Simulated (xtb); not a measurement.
A geometry relaxed with xtb with GFN2-xTB, charge 0, multiplicity 1:

```xyz
8

C     -0.9562    -0.2907     0.2226
H     -0.9084    -0.7974    -0.7356
O      0.1796     1.8001    -0.9842
H     -1.9324     0.1681     0.3492
H     -0.7547    -0.9780     1.0368
S      0.3016     1.0710     0.2695
C      1.6078    -0.1176     0.0091
N      2.4628    -0.8555    -0.1674
```

Q: Write the SMILES of this molecule.

A: `C[S@](=O)C#N`
